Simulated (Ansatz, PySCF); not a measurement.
HGa, charge -1, doublet, geometry from GFN2-xTB (such geometries of metal compounds can be far from the true shape) (a state made from the parent by changing its charge; the spin is typed, not shown lowest) (in this run its highest filled SCF level lies above zero, so its values depend strongly on the basis, on diffuse functions most of all). Base run: WB97X/STO-3G (PySCF).

Geometry (Å):
```xyz
2

Ga     0.0000     0.0000    -0.0404
H      0.0000     0.0000     1.2527
```
Charge -1, spin multiplicity 2.
Orbitals are unrestricted.
All else is at PySCF's defaults.

The same geometry, method and basis name were run in Ansatz (a program for electronic structure) and PySCF, at each program's defaults and at the settings that a row names. The base is PySCF at its defaults. Differences at the defaults can come from grids, fitting, cores and function types together. The rows with settings made alike still differ; the cause (another SCF solution, basis table, core potential or functional code) wasn't traced.

```
code and settings                                                               ΔE vs base (mEh)  basis functions       E (Eh)  SCF cycles               outcome
------------------------------------------------------------------------------  ----------------  ---------------  -----------  ----------  --------------------
PySCF, defaults (exact integrals, its default grid, spherical functions)                   0.000               19  -1902.66236          33             converged
Ansatz, defaults (factorised integrals, its default grid, spherical functions)           -60.370               19  -1902.72273           -  another SCF solution
PySCF, density fitting with def2-universal-jkfit                                               -               19            -          50         not converged
PySCF, fine grid                                                                           0.030               19  -1902.66233          26             converged
Ansatz, high accuracy                                                                    -60.369               19  -1902.72273           -  another SCF solution
```

A guess, shift, damping, solver or small numerical setting can't move a converged solution much, so rows marked as another SCF solution ended in a different state.

Open shells are given as the SCF converged; they aren't shown to be the lowest states, and a large step between rows can be another state.
